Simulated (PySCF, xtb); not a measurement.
GeH7NSi2, SMILES [NH]1[SiH2][SiH2][GeH2]1.

GFN2-xTB in xtb 6.7.1 at its own geometry gives an orbital gap of 3.81 eV and a dipole moment of 1.85 D.

The structure is a stationary point at PBE0-D3(BJ)/def2-SVP. The structure was generated by enumeration, and PubChem lists no compound with its InChIKey, so it may never have been made.

**Question.** What does B3LYP/def2-TZVP run with PySCF give? (Estimate from the structure and the level; the computed values follow.)

**Answer.** gap 6.16 eV (levels -6.95 and -0.79 eV), dipole 0.54 D.
